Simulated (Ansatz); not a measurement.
`FB(F)C1CC1` + H₂O → `OC1CC1` + `FBF` at 600 K and 1 bar (formal hydrolysis of a C–B bond).

Computed with Ansatz on PBE0-D4/def2-TZVP structures; ΔE is electronic, products minus reactants. CBS: MP2 limit from def2 TZ/QZ plus the TZ coupled-cluster correction, frozen cores. This one scheme is used for every species. Each species was taken in one conformer, which may not be the lowest.

```json
{"species": "`FB(F)C1CC1`", "CCSD(T)/CBS energy (Eh)": "-341.65520", "H − E (kJ/mol)": "272.5", "S (J/(mol·K))": "412.5"}
{"species": "H₂O", "CCSD(T)/CBS energy (Eh)": "-76.37941", "H − E (kJ/mol)": "76.8", "S (J/(mol·K))": "212.8"}
{"species": "`OC1CC1`", "CCSD(T)/CBS energy (Eh)": "-192.89809", "H − E (kJ/mol)": "271.0", "S (J/(mol·K))": "345.9"}
{"species": "`FBF`", "CCSD(T)/CBS energy (Eh)": "-225.09427", "H − E (kJ/mol)": "73.4", "S (J/(mol·K))": "279.9"}
```

H − E and S are ideal-gas, rigid-rotor, harmonic terms from PBE0-D4/def2-TZVP, for one conformer and one mirror image of each species. 1 Eh = 2625.50 kJ/mol, R = 8.31446 J/(mol·K).

Q: By hand: ΔE, ΔH, ΔS and ΔG.

A: ΔE = (-192.89809) + (-225.09427) − (-341.65520) − (-76.37941) = 0.04225 Eh = 110.9 kJ/mol. Δ(H − E) = 271.0 + 73.4 − 272.5 − 76.8 = -4.9, so ΔH = 106.0 kJ/mol. ΔS = 345.9 + 279.9 − 412.5 − 212.8 = 0.5 J/(mol·K). ΔG = 106.0 − 600 × (0.5)/1000 = 105.7 kJ/mol.

Q: By hand: the equilibrium constant, and the temperature at which ΔG would vanish if ΔH and ΔS stayed fixed.

A: log₁₀ K = −ΔG/(RT ln 10) = -9.2. ΔG = 0 at ΔH/ΔS = 212000 K, far beyond where these terms or the molecules hold.

The number of gas molecules stays the same, so ΔS is small and ΔH decides. A doubt of 5 kJ/mol in ΔE shifts log₁₀ K by 0.4 here. Other conformers and mirror images would add mixing entropy, several J/(mol·K) or more a flexible species. These are equilibria of isolated gas molecules and say nothing of rates. Largest T1 diagnostic: 0.013 (customary marks: 0.02 for closed shells, 0.045 for open ones).
